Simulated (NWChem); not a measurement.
System: ScF$_{3}$; SMILES [F][Sc]([F])[F]

Computed with NWChem. Pople sets run with spherical d functions. All runs use the structure optimised with B3LYP/6-31G* (spherical d).

Task: Taking PBE0/def2-QZVP as the yardstick, which of these has the fewest basis functions while keeping “highest occupied level (eV)” within 0.2 eV of it: PBE0/6-31G*; PBE0/3-21G; PBE0/def2-TZVPD; PBE0/STO-3G?

Result: PBE0/def2-TZVPD.
| level | basis functions | highest occupied level (eV) |
|---|---|---|
| PBE0/STO-3G | 33 | -6.83 |
| PBE0/3-21G | 54 | -9.68 |
| PBE0/6-31G* | 76 | -10.50 |
| PBE0/def2-TZVPD | 168 | -11.25 |
| PBE0/def2-QZVP | 255 | -11.24 |

The yardstick is one finite set, not the basis-set limit.
